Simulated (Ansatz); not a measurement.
`C=[CH][SnH2][F]` + CH₃NH₂ → `C[NH][SnH2][F]` + `C=C`  (ligand exchange at the Sn–C bond)

Calculated with Ansatz (gas phase, PBE0-D4/def2-TZVP geometries, no zero-point term in ΔE). CCSD(T)/CBS adds triple-zeta CCSD(T) − MP2 to the extrapolated MP2 energy (def2 sets, frozen cores). This one scheme is used for every species. Functionals use def2-TZVPP. def2 core potentials past Kr. For Sn outer-core shells are correlated without core-valence functions, which leaves a few kJ/mol of doubt a bond. Each species was taken in one conformer, which may not be the lowest.

`C=[CH][SnH2][F]`:

Cartesian coordinates in Å:
```
C -1.021 0.563 -1.201
C -0.859 0.119 0.040
Sn 1.058 -0.302 0.818
F 1.086 -2.201 1.167
H -2.005 0.785 -1.607
H -0.185 0.723 -1.877
H -1.730 -0.028 0.674
H 2.266 -0.041 -0.356
H 1.392 0.382 2.342
```

CH₃NH₂:

```xyz
7

C     0.109    0.400    0.389
N    -0.031   -0.409   -0.810
H    -0.282   -0.054    1.311
H    -0.402    1.354    0.244
H     1.166    0.626    0.551
H    -1.005   -0.621   -0.985
H     0.445   -1.295   -0.701
```

`C[NH][SnH2][F]`:

```xyz
10

C    -0.635    1.351    0.093
N     0.535    0.515    0.294
Sn    0.452   -1.466    0.059
F     0.091   -1.870   -1.801
H    -0.505    2.315    0.595
H    -1.511    0.876    0.543
H    -0.873    1.546   -0.960
H     1.375    0.945   -0.066
H    -0.907   -2.063    0.882
H     1.977   -2.148    0.362
```

`C=C`:

```xyz
6

C    -0.631   -0.121    0.157
C     0.631    0.121   -0.157
H    -1.449    0.410   -0.318
H    -0.900   -0.862    0.903
H     1.449   -0.410    0.318
H     0.900    0.862   -0.903
```

```json
{"level": "BLYP", "ΔE (kcal/mol)": "-4.9"}
{"level": "HF/def2-SVP", "ΔE (kcal/mol)": "-4.2"}
```

(1) What does CCSD(T)/CBS give? (An estimate is asked.)

(2) What do rigid-rotor, harmonic-oscillator terms from PBE0-D4/def2-TZVP frequencies (298.15 K, 1 bar) make of the CCSD(T)/CBS value? (Best estimate.)

Largest T1 diagnostic among the species: 0.013.

## Answers

(1) The calculation gave: -4.7 kcal/mol. The listed levels differ from it by -0.2, 0.5 kcal/mol.

(2) The calculation gave: ΔZPE = -0.6 kcal/mol, ΔH = -5.2 kcal/mol, ΔS = -13 J/(mol·K), ΔG = -4.3 kcal/mol.

Leaving LDA and LC-ωPBE aside and taking each functional with its dispersion term where it has one, the values, not all of them listed here, spread over 1.6 kcal/mol, from BLYP-D4 to HSE06-D4.
